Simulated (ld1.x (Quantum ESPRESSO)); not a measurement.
# What one change does to a pseudopotential (tin, TM)

- Element: tin (Sn)
- Generator: ld1.x (Quantum ESPRESSO) 7.5
- Type: norm-conserving Troullier–Martins (Kleinman–Bylander form)
- Functional: BLYP
- Relativity: scalar-relativistic
- Frozen core: [Kr]
- Valence charge: 14
- Reference configuration: 4d10 5s2 5p2
- Partial waves: 5p (bound): rc 2.70 bohr; 4d (bound): rc 1.25 bohr; 5s (bound): rc 2.15 bohr
- Local potential: the s channel
- Core correction: a·sin(br)/r model core inside 0.65 bohr

Change: wave 5s (bound): rc 2.15 bohr becomes 5s (bound): rc 3.00 bohr.

Cutoffs: the cutoffs (Ry, on a coarse ladder) from which the occupation-weighted sum of valence levels, in a spherical-Bessel basis at the reference potential, stays within 10 and 1 mRy of its value at 400 Ry; they do not see the model core or the augmentation charge, which bear on the density cutoff. Errors are all-electron minus pseudo energies relative to the spin-unpolarised reference configuration.

Question: What does the change do?

Answer: The potential gets neither clearly harder nor softer (100 Ry and 160 Ry → 100 Ry and 160 Ry); the d channel sets the loose cutoff, while the largest relative change is in s, which becomes softer; of the 7 tests that both files solve, the error grows in 4 and shrinks in 2 by more than 15 % and 0.3 meV (median size 1.5 → 15.1 meV); neither file shows a bound ghost.

```csv
quantity,base,changed
"cutoff, loose",100 Ry,100 Ry
"cutoff, tight",160 Ry,160 Ry
loose cutoff by channel (10 mRy a level),"p 6 Ry, d 80 Ry, s 10 Ry","p 6 Ry, d 80 Ry, s 8 Ry"
bound ghosts,none,none
"error for 4d10 5s2 5p1, meV [ΔE 6.80 eV]",-1.5,+2.1
"error for 4d10 5s2 5p0, meV [ΔE 20.78 eV]",-8.5,+16
"error for 4d10 5s1 5p0, meV [ΔE 51.87 eV]",-29,-15
"error for 4d10 5s2 5p2.3, meV [ΔE -0.82 eV]",+0.2,+0.3
"error for 4d10 5s2 5p1.5, meV [ΔE 2.57 eV]",-0.6,+0.1
"error for 4d10 5s1 5p2, meV [ΔE 14.46 eV]",-1.2,-15
"error for 4d10 5s0 5p0, meV [ΔE 93.25 eV]",-89,-310
```
